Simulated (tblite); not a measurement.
C3H6N2OSi.
Atom-mapped SMILES: `[SiH3:1][O:2][c:3]1[cH:4][n:5][cH:6][nH:7]1` (hydrogens: H8, H9, H10 on Si1; H11 on C4; H12 on C6; H13 on N7)

Computed with GFN2-xTB (tblite), gas phase: Langevin dynamics at 400 K from the optimised GFN2-xTB geometry, time step 0.5 fs, friction 0.01 fs⁻¹, 2000 steps.

The start geometry, which sets the zero of energy:
```
atom  x, y, z in Å
Si1     2.414   -0.011    0.405
O2      0.936   -0.706    0.365
C3     -0.260   -0.181    0.090
C4     -0.689    1.071   -0.248
N5     -2.040    1.060   -0.421
C6     -2.426   -0.160   -0.197
N7     -1.379   -0.970    0.123
H8      3.176   -1.195    0.771
H9      2.757    0.534   -0.908
H10     2.452    1.053    1.406
H11    -0.113    1.964   -0.374
H12    -3.438   -0.507   -0.250
H13    -1.394   -1.952    0.342
```

Problem. These frames come from the run, each turned onto the start geometry. Order them by potential energy, lowest first.
A.
```
atom  x, y, z in Å
Si1     2.550   -0.069    0.346
O2      0.873   -0.545    0.597
C3     -0.288    0.011    0.303
C4     -0.869    1.226   -0.075
N5     -2.165    1.076   -0.399
C6     -2.442   -0.214   -0.205
N7     -1.338   -0.881    0.151
H8      3.243   -1.188    0.823
H9      2.768    0.219   -1.083
H10     2.630    0.984    1.337
H11    -0.222    2.003   -0.349
H12    -3.387   -0.727   -0.501
H13    -1.357   -1.894    0.161
```
B.
```
atom  x, y, z in Å
Si1     2.474   -0.074    0.408
O2      0.915   -0.479    0.458
C3     -0.310   -0.030    0.128
C4     -0.856    1.202   -0.272
N5     -2.192    1.033   -0.453
C6     -2.447   -0.257   -0.322
N7     -1.375   -0.949    0.072
H8      3.178   -1.253    0.789
H9      2.964    0.305   -0.875
H10     2.900    0.941    1.403
H11    -0.430    2.160   -0.315
H12    -3.443   -0.673   -0.254
H13    -1.381   -1.926    0.338
```
C.
```
atom  x, y, z in Å
Si1     2.522   -0.106    0.399
O2      0.941   -0.504    0.463
C3     -0.271   -0.002    0.148
C4     -0.837    1.197   -0.206
N5     -2.190    1.018   -0.461
C6     -2.427   -0.254   -0.187
N7     -1.334   -0.931    0.144
H8      3.099   -1.390    0.768
H9      2.847    0.408   -0.923
H10     2.644    1.015    1.342
H11    -0.268    2.114   -0.332
H12    -3.430   -0.666   -0.401
H13    -1.299   -1.900    0.349
```
D.
```
atom  x, y, z in Å
Si1     2.366   -0.266    0.195
O2      0.888   -0.169    1.072
C3     -0.309    0.114    0.568
C4     -0.944    1.298    0.444
N5     -2.168    1.092   -0.158
C6     -2.152   -0.155   -0.548
N7     -1.031   -0.820   -0.080
H8      3.090   -0.685    1.397
H9      2.271   -1.231   -0.885
H10     2.549    1.032   -0.508
H11    -0.831    2.300    0.894
H12    -2.866   -0.684   -1.029
H13    -0.868   -1.827   -0.257
```
E.
```
atom  x, y, z in Å
Si1     2.436    0.040    0.446
O2      0.930   -0.470    0.403
C3     -0.280   -0.075    0.080
C4     -0.802    1.118   -0.234
N5     -2.118    1.018   -0.526
C6     -2.434   -0.259   -0.353
N7     -1.322   -1.018    0.100
H8      2.872   -1.346    0.752
H9      2.704    0.427   -0.954
H10     2.918    1.129    1.373
H11    -0.141    1.999   -0.110
H12    -3.429   -0.594   -0.329
H13    -1.340   -1.968    0.454
```

Solution. C (0.264 eV), B (0.346 eV), D (0.506 eV), E (0.605 eV), A (0.747 eV).

In the order of the answer:

```csv
t (fs),E above start (eV),largest force (eV/Å),rms force component (eV/Å),rms distance from start (Å),rms bond change (Å),bond most changed (Å)
100,0.264,2.57,0.644,0.176,0.022,C3–N7 +0.042
75,0.346,2.63,0.698,0.228,0.025,C3–C4 +0.039
950,0.506,2.89,1.003,1.031,0.035,Si1–O2 +0.088
725,0.605,2.59,0.910,0.216,0.033,C6–N7 +0.058
750,0.747,2.92,0.969,0.224,0.045,Si1–O2 +0.128
```

The cost below is that of the whole dynamics run. The run took 8.5 s of wall time on Arm Neoverse V2, one thread, no GPU, shared host, and the process peaked at 0.18 GiB of memory.
